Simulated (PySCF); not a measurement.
**Ionising SnH**

M06; PySCF, scalar-relativistic core potentials, basis sets Sn def2-TZVPPD with ECP28, H def2-TZVPPD. Neutral (UKS): doublet (π ↑), Re = 1.796 Å, ωe = 1677 cm⁻¹, De = 2.87 eV, HOMO -4.58 eV, LUMO -3.12 eV.

SnH⁺ (UKS): singlet (closed shell), Re = 1.776 Å, ωe = 1812 cm⁻¹, De = 2.92 eV to Sn⁺ + H. The energies at the minima are -214.92796 hartree for SnH and -214.67265 for SnH⁺.

Q: Work out the adiabatic ionisation energy, without and with harmonic zero-point energies (1 hartree = 27.2114 eV, 1 eV = 8065.5 cm⁻¹), and the change of the bond length.

A: At M06: 0.25531 hartree = 6.947 eV between the minima; the zero-point term (1812.0 − 1677.0)/2 cm⁻¹ = +0.008 eV makes it 6.956 eV. Re changes by -2.0 pm against the neutral. The electron leaves a π orbital, which is non-bonding in a hydride.

Spin–orbit coupling is left out, which matters for elements this heavy, above all for dissociation energies. For an ion De counts to the pair picked by the measured ionisation energies or electron affinities, which need not be the lowest pair at this level. States were picked by a PBE0 search and need not be the measured ground states.
